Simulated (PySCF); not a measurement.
C₉H₁₁Cl, SMILES CC(C)c1c(cccc1)Cl, GFN2-xTB optimised geometry. Atoms within 1.6 Å of the plane z = 0.0 Å (x, y, z in Å): C1 (-1.31, -2.31, -1.27), C2 (-1.51, -1.48, 0.00), C3 (-1.30, -2.32, 1.26), C4 (-0.65, -0.24, 0.00), C5 (-1.27, 1.00, 0.00), C6 (-0.56, 2.19, 0.00), C7 (0.82, 2.16, 0.00), C8 (1.47, 0.94, 0.00), C9 (0.75, -0.24, 0.00), Cl10 (1.68, -1.71, 0.00), H11 (-0.31, -2.74, -1.31), H13 (-2.03, -3.13, -1.29), H14 (-2.55, -1.14, 0.00), H16 (-2.03, -3.13, 1.28), H17 (-0.31, -2.76, 1.29), H18 (-2.35, 1.04, 0.00), H19 (-1.08, 3.13, 0.00), H20 (1.40, 3.07, 0.00), H21 (2.55, 0.89, 0.00).

Level of theory: PBE0/def2-SVP (PySCF). Cells within 0.4 Å of a nucleus heavier than hydrogen are left out (blank, or x).

Map of the log10 of the electron density (e/bohr³), floored at −4 on the plane z = 0.0 Å:

```
|000000000000000000000000000|
|000000000000000000000000000|
|000000000111100111000000000|
|000000001333322333210000000|
|000000013456544555420000000|
|000000024688655787531000000|
|000000024689877898631000000|
|000000124689x88x97632000000|
|00000134568xx99x97543200000|
|000013567789888998765310000|
|0000246889x98778xx886420000|
|0000246899x97678xx997530000|
|000013567899878998876420000|
|00001345678xx99x97654310000|
|00002456678xx9xx87654210000|
|000135788899888888765310000|
|000135799xx8767899976410000|
|000024678xx865689x986420000|
|000013467887556899975410000|
|000002346676545788765300000|
|000001345555444566543100000|
|000001234444333344431000000|
|000000123332221122100000000|
|000000012211100000000000000|
|000000000000000000000000000|
|000000000000000000000000000|
|000000000000000000000000000|
```
Scale: ten equal steps from -4.00 (start of '0') to -0.265 (end of '9'), in the order '0123456789'; x runs from -5.50 to 5.50, y from -5.50 (bottom) to 5.50 (top).
